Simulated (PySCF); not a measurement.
A PySCF script (with the pyscf-properties extension) for the NMR shieldings of `CS[SiH2][Si@H](C#N)[SiH2][SiH3]`, C$_{2}$H$_{11}$NSSi$_{4}$, on a GFN2-xTB geometry:

```python
import basis_set_exchange as bse
import numpy as np
from pyscf import gto, dft
from pyscf.prop import nmr

atoms = """
C     3.342456    1.573033   -0.385306
S     2.165916    0.480331    0.454993
Si    1.140506   -0.349651   -1.250183
Si   -0.452614   -1.741366   -0.310419
C    -1.681852   -1.869184   -1.711138
N    -2.456812   -1.911505   -2.556006
Si   -1.613787   -1.016944    1.588959
Si   -2.542264    1.093731    1.341530
H     3.973776    0.987441   -1.046530
H     2.800439    2.327583   -0.947222
H     3.945444    2.042718    0.384757
H     0.632947    0.810586   -1.987158
H     2.197534   -0.916938   -2.093477
H     0.061004   -3.124367   -0.288217
H    -0.655929   -1.087867    2.701584
H    -2.625198   -2.034582    1.919577
H    -3.359367    1.503820    2.485034
H    -3.390848    1.143018    0.149350
H    -1.491153    2.099397    1.178099
"""
names = dict.fromkeys(["C", "S", "Si", "N", "H"], "pcSseg-1")
basis = {el: gto.basis.parse(bse.get_basis(n, elements=[el], fmt="nwchem")) for el, n in names.items()}
mol = gto.M(atom=atoms, basis=basis, charge=0, verbose=0)
mf = dft.RKS(mol, xc="PBE0")
mf.grids.level = 2
mf.grids.alignment = dft.numint.BLKSIZE   # the property module wants whole blocks of grid points
mf.conv_tol = 1e-9
mf.kernel()

calc = nmr.RKS(mf)   # GIAO
C = mf.mo_coeff
Co = C[:, mf.mo_occ > 0]
resp = mf.gen_response(singlet=True, hermi=2)
def vind(x):   # induced exchange potential for any number of trial vectors
    d = np.einsum("pi,xij,qj->xpq", C, 2 * x.reshape(-1, C.shape[1], Co.shape[1]), Co, optimize=True)
    return np.einsum("xpq,pi,qj->xij", resp(d - d.transpose(0, 2, 1)), C, Co, optimize=True).ravel()
mo1, _ = nmr.rhf.solve_mo1(calc, with_cphf=vind)
sigma = calc.kernel(mo1)
for i, s in enumerate(sigma):   # ppm
    w = np.linalg.eigvalsh((s + s.T) / 2)
    print("%2d %-2s iso %8.1f  s11 %8.1f  s22 %8.1f  s33 %8.1f" % (i, mol.atom_pure_symbol(i), w.mean(), *w))
```

Q: What does it print?

A: 
```
 0 C  iso    168.2  s11    155.9  s22    158.1  s33    190.6
 1 S  iso    725.1  s11    617.3  s22    635.8  s33    922.2
 2 Si iso    393.4  s11    345.9  s22    377.5  s33    456.9
 3 Si iso    462.1  s11    441.4  s22    458.4  s33    486.6
 4 C  iso     64.4  s11    -50.1  s22    -47.9  s33    291.1
 5 N  iso   -105.4  s11   -306.2  s22   -298.2  s33    288.2
 6 Si iso    469.4  s11    459.6  s22    466.5  s33    482.0
 7 Si iso    465.5  s11    455.8  s22    465.9  s33    474.9
 8 H  iso     29.7  s11     24.0  s22     27.4  s33     37.6
 9 H  iso     29.6  s11     23.9  s22     27.8  s33     37.1
10 H  iso     29.5  s11     23.4  s22     26.4  s33     38.7
11 H  iso     26.9  s11     24.0  s22     25.2  s33     31.6
12 H  iso     26.9  s11     22.8  s22     25.2  s33     32.5
13 H  iso     27.2  s11     23.7  s22     24.8  s33     33.0
14 H  iso     28.2  s11     24.4  s22     26.5  s33     33.7
15 H  iso     27.9  s11     23.9  s22     25.4  s33     34.4
16 H  iso     28.0  s11     24.4  s22     25.1  s33     34.6
17 H  iso     27.9  s11     24.2  s22     26.5  s33     33.0
18 H  iso     28.0  s11     23.7  s22     27.5  s33     32.8
```

These numbers come from an equivalent density-fitted implementation of the same equations, which agrees with the script to about 0.01 ppm for H and up to a few tenths of a ppm for heavy atoms, so last digits may differ.

Q: Turn these shieldings into chemical shifts. δ = σ(ref) − σ, references computed at the same level: ¹³C (186.93 ppm) and ²⁹Si (349.16 ppm) and ¹H (31.72 ppm) against TMS; CS2 for ³³S (503.73 ppm); ¹⁵N (267.73 ppm) vs NH3.

A: Averaging equivalent atoms: C 4: 122.5; C 0: 18.7; S 1: -221; Si 2: -44.3; Si 3: -113.0; Si 7: -116.4; Si 6: -120.2; N 5: 373.1; H 12: 4.86; H 11: 4.79; H 13: 4.54; H 15: 3.80; H 16/17/18: 3.73; H 14: 3.55; H 8/9/10: 2.12 ppm. Experimental scales use liquid or dissolved standards, which lie at an offset from isolated NH3 (liquid NH3: subtract about 20 ppm). Unscaled 15N shifts of sp2 nitrogen come out 20 to 40 ppm too high even then.

Size and cost of the density-fitted run: 226 basis functions, 84 s wall time on 1 thread of an Arm Neoverse N1, shared host; peak memory 1.1 GiB.
